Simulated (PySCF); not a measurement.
Bromine: highly charged ions in a basis for the neutral atom

Br²⁰⁺ [Ne] 3s2 3p3, Br²¹⁺ [Ne] 3s2 3p2. Calculation: PySCF 2.14, in cc-pVTZ-PP with ECP10MDF; scalar relativity through the core potential. No spin-orbit coupling, so a gap to NIST mixes the basis error with missing relativistic terms.

Changed run: basis of the neutral atom used for a highly charged ion. This setting is unsound on purpose.

```tsv
species	method	sound run (hartree)	changed run (hartree)	converged
Br²⁰⁺	UHF	not run	-177.99818	yes
Br²⁰⁺	TPSS	not run	-178.17297	yes
Br²⁰⁺	PBE	not run	-178.12491	yes
Br²¹⁺	UHF	not run	-146.30330	yes
Br²¹⁺	TPSS	not run	-146.48844	yes
Br²¹⁺	PBE	not run	-146.43432	yes
```

Ionisation energy of Br²⁰⁺:

```csv
method,changed run (eV),NIST (eV)
UHF,862.46,870 ± 3
TPSS,862.18,870 ± 3
PBE,862.34,870 ± 3
```

The contracted functions were made for the neutral atom and can be too rigid for a highly charged ion.
